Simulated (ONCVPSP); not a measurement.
# u(r) = r·R(r): atom against pseudo-atom (Cl)

Columns: radius, all-electron u(r) and pseudo u(r) of the 2p shell (level -204.49 eV) of chlorine in the configuration [He] 2s2 2p6 3s2 3p4; PBE, scalar-relativistic, ONCV scheme, ONCVPSP 4.0.1.

```csv
r (bohr),all-electron,pseudo
0.032,0.1245,0.0480
0.065,0.3885,0.1895
0.098,0.6799,0.4041
0.130,0.9374,0.6549
0.162,1.1491,0.9167
0.195,1.3136,1.1679
0.228,1.4251,1.3749
0.260,1.4879,1.5178
0.292,1.5130,1.5990
0.325,1.5072,1.6219
0.358,1.4764,1.5937
0.390,1.4284,1.5307
0.422,1.3677,1.4462
0.455,1.2959,1.3483
0.488,1.2185,1.2486
0.520,1.1406,1.1553
0.552,1.0621,1.0678
0.585,0.9821,0.9833
0.618,0.9042,0.9041
0.650,0.8316,0.8314
0.682,0.7625,0.7622
0.715,0.6952,0.6950
0.748,0.6322,0.6321
0.780,0.5754,0.5752
0.812,0.5226,0.5224
0.845,0.4724,0.4722
```

(1) How many radial nodes do the two functions have?

(2) At about which radius was the pseudo-wave matched?

(3) Is the pseudo-wave norm-conserving?

Answers

(1) The all-electron 2p function has n − l − 1 = 0; the pseudo-wave has 0.

(2) 0.65 bohr, where the columns begin to agree (steps of 0.03 bohr).

(3) Yes: the ONCV scheme keeps the norm inside the radius equal to the all-electron one, which fixes the energy derivative of the logarithmic derivative at the level.
